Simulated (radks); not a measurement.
Problem. Species: Ce II. Configuration: [Xe] 4f2 6p1 (not the ground configuration). Calculated with a radial shooting solver on a logarithmic mesh with Libxc functionals: Dirac Kohn-Sham, LDA (Slater exchange, Perdew-Wang correlation), spin-unpolarised, spherical densities, point nucleus; open shells are shared between the two j in proportion to 2j + 1. Some entries of the table are withheld. Estimate them.

| orbital | occ. | eigenvalue (Ry) | <r^2> (bohr^2) |
|---|---|---|---|
| 1s1/2 | 2 | -2954.329 | 0.0008219 |
| 2s1/2 | 2 | -472.9307 | 0.01302 |
| 2p1/2 | 2 | (1) | 0.009540 |
| 2p3/2 | 4 | (2) | 0.01080 |
| 3s1/2 | 2 | -101.7502 | 0.08885 |
| 3p1/2 | 2 | -90.62687 | 0.08366 |
| 3p3/2 | 4 | -84.18544 | 0.09123 |
| 3d3/2 | 4 | (3) | 0.07463 |
| 3d5/2 | 6 | (4) | 0.07677 |
| 4s1/2 | 2 | -20.56313 | 0.4610 |
| 4p1/2 | 2 | -16.43865 | 0.4930 |
| 4p3/2 | 4 | -15.05454 | 0.5356 |
| 4d3/2 | 4 | -8.28158 | 0.6433 |
| 4d5/2 | 6 | -8.04102 | 0.6608 |
| 5s1/2 | 2 | -3.26956 | 2.675 |
| 5p1/2 | 2 | -2.17019 | 3.438 |
| 5p3/2 | 4 | -1.97769 | 3.790 |
| 4f5/2 | 0.857143 | -0.56828 | 2.133 |
| 4f7/2 | 1.14286 | -0.54711 | 2.216 |
| 6p1/2 | 0.333333 | -0.44497 | 27.60 |
| 6p3/2 | 0.666667 | -0.42410 | 29.73 |

Solution. 
(1) 2p1/2 eigenvalue (Ry): -446.7147
(2) 2p3/2 eigenvalue (Ry): -413.9281
(3) 3d3/2 eigenvalue (Ry): -64.67044
(4) 3d5/2 eigenvalue (Ry): -63.28510
